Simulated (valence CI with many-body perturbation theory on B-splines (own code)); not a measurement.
Hyperfine factors and g values of O+

Computed by relativistic CI+MBPT: five valence electrons over a frozen Dirac-Fock core [He], a basis of 10 s, 10 p, 9 d, 7 f, 4 g, 2 h functions for each j, with the one-electron correlation potential Σ1, the two-electron term Σ2, the three-electron term Σ3, Breit, model QED; selected CI, second order for the rest, scaled by the run's own slope (own B-spline code, finite nucleus).

Set against measurement, 59 paired levels are off by 105 cm⁻¹ on average, the worst by 260. These come from a selection out of the NIST Handbook of Basic Atomic Spectroscopic Data. Levels without a partner in it may be off by more. Among the levels kept, up to 910 cm⁻¹ of a level comes from second order outside the variational space, and about a tenth of that is noise between levels of different J, which matters for small intervals.

A/g_I is the dipole constant over the nuclear g factor μ/I (μ in nuclear magnetons, uniformly magnetised nucleus), B/Q the quadrupole constant per barn. Both hold the static response of the core; the bare values leave it out. Large factors of s and p1/2 electrons are usually good to 5 to 10 %; those of open d and f shells near neutrality can be off by tens of per cent, and small factors of p3/2, d and f electrons come from cancelling terms and can be off by a factor of two or in sign, in half-filled shells by more. B is blank for J = 1/2, where it vanishes, and for nearly pure S terms. Energies count from the lowest level.

Letters in brackets count levels of one name in rising energy.

| Level | E (cm⁻¹) | g | A/g_I (MHz) | A/g_I bare | B/Q (MHz/b) | B/Q bare |
| --- | --- | --- | --- | --- | --- | --- |
| 2s2 2p3 4S°_3/2 | 0.0 | 2.002 | 25.2 | 231 |  |  |
| 2s2 2p3 2D°_5/2 | 26948 | 1.200 | 554 | 593 | -33.2 | -33.9 |
| 2s2 2p3 2D°_3/2 | 26978 | 0.800 | 334 | 302 | -2.93 | -2.99 |
| 2s2 2p3 2P°_1/2 | 40640 | 0.666 | 1560 | 1460 |  |  |
| 2s2 2p3 2P°_3/2 | 40667 | 1.334 | 302 | 375 | -3.26 | -3.45 |
| 2s 2p4 4P_5/2 | 119850 | 1.601 | 1540 | 1540 | 476 | 487 |
| 2s 2p4 4P_3/2 | 120002 | 1.735 | 1550 | 1540 | -381 | -389 |
| 2s 2p4 4P_1/2 | 120097 | 2.670 | 3390 | 3370 |  |  |
| 2s 2p4 2D_5/2 | 166124 | 1.200 | 1780 | 1660 | -1030 | -1050 |
| 2s 2p4 2D_3/2 | 166130 | 0.799 | -670 | -554 | -718 | -735 |
| 2s2 2p2 3s 4P_1/2 | 185097 | 2.670 | 239 | 463 |  |  |
| 2s2 2p2 3s 4P_3/2 | 185202 | 1.735 | 192 | 299 | 502 | 513 |
| 2s2 2p2 3s 4P_5/2 | 185358 | 1.601 | 510 | 593 | -629 | -642 |
| 2s2 2p2 3s 2P_1/2 | 188771 | 0.666 | 353 | 259 |  |  |
| 2s2 2p2 3s 2P_3/2 | 188948 | 1.334 | 421 | 539 | -581 | -594 |
| 2s 2p4 2S_1/2 | 195970 | 2.002 | 6270 | 5730 |  |  |
| 2s2 2p2 3p 2S°_1/2 | 203805 | 2.002 | -7.96 | 312 |  |  |
| 2s2 2p2 3p 4D°_1/2 | 206597 | -0.001 | 414 | 250 |  |  |
| 2s2 2p2 3p 4D°_3/2 | 206660 | 1.201 | 166 | 203 | 30.0 | 30.7 |
| 2s2 2p2 3p 4D°_5/2 | 206748 | 1.372 | 177 | 242 | -147 | -150 |
| 2s2 2p2 3p 4D°_7/2 | 206862 | 1.429 | 255 | 328 | -570 | -583 |
| 2s2 2p2 3s 2D_5/2 | 206978 | 1.200 | 709 | 694 | 1210 | 1240 |
| 2s2 2p2 3s 2D_3/2 | 206980 | 0.799 | 603 | 617 | 849 | 867 |
| 2s2 2p2 3p 4P°_1/2 | 208206 | 2.668 | -281 | 6.74 |  |  |
| 2s2 2p2 3p 4P°_3/2 | 208262 | 1.734 | 210 | 333 | -258 | -263 |
| 2s2 2p2 3p 4P°_5/2 | 208349 | 1.601 | 146 | 250 | 227 | 232 |
| 2s2 2p2 3p 2D°_3/2 [a] | 211427 | 0.800 | 421 | 363 | -332 | -339 |
| 2s2 2p2 3p 2D°_5/2 [a] | 211612 | 1.200 | 322 | 382 | -485 | -496 |
| 2s2 2p2 3p 4S°_3/2 | 212019 | 2.002 | 75.0 | 244 |  |  |
| 2s 2p4 2P_3/2 | 212796 | 1.334 | -368 | -187 | 386 | 395 |
| 2s 2p4 2P_1/2 | 212972 | 0.666 | 834 | 664 |  |  |
| 2s2 2p2 3p 2P°_1/2 [a] | 214075 | 0.666 | 572 | 472 |  |  |
| 2s2 2p2 3p 2P°_3/2 [a] | 214145 | 1.334 | 277 | 377 | 260 | 266 |
| 2s2 2p2 3p 2F°_5/2 | 228747 | 0.857 | 534 | 530 | 1090 | 1120 |
| 2s2 2p2 3p 2F°_7/2 | 228753 | 1.143 | 389 | 393 | 1290 | 1320 |
| 2s2 2p2 3p 2D°_5/2 [b] | 229961 | 1.200 | 478 | 487 | 450 | 460 |
| 2s2 2p2 3p 2D°_3/2 [b] | 229988 | 0.800 | 519 | 513 | 327 | 334 |
| 2s2 2p2 3s 2S_1/2 | 230755 | 2.002 | 1270 | 1160 |  |  |
| 2s2 2p2 3d 4F_3/2 | 231215 | 0.400 | 214 | 118 | -270 | -276 |
| 2s2 2p2 3d 4F_5/2 | 231270 | 1.030 | 137 | 142 | -239 | -244 |

Task: Take the isotope of mass number 17, with I = 5/2, μ = -1.89354 μN and Q = -0.0256 b. What is the hyperfine structure of 2s 2p4 4P_1/2?

Result: From the table A = -2560 MHz. Shifts from the centre of gravity in MHz: F = 2: 4480, F = 3: -3200.
